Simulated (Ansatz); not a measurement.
Mulliken charges of `[O]=[V]([F])([F])[Cl]` from PBE/def2-TZVPP in Ansatz (PBE0-D4/def2-TZVP geometry).

```
atom   x (Å)   y (Å)   z (Å)  charge (e)
  O1   0.974  -0.657   1.074      -0.363
  V2  -0.014  -0.094   0.035       1.097
  F3  -1.499   0.236   0.819      -0.279
  F4  -0.222  -1.257  -1.203      -0.279
 Cl5   0.811   1.698  -0.767      -0.176
```

Q: By hand: the dipole of these point charges (1 e Å = 4.8032 D).

A: Σ q r = (-0.031, 0.121, -0.109) e Å, of length 0.166 e Å = 0.80 D.

Q: How does the dipole of the full density compare? (An estimate is asked.)

A: The calculation gave: (-0.013, 0.091, -0.075) e Å, 0.57 D; the point charges give 1.40 times that, at 5° from its direction.

Point charges leave out the atoms' own dipoles, such as those of lone pairs, and Mulliken's split depends on the basis, so the two needn't agree.
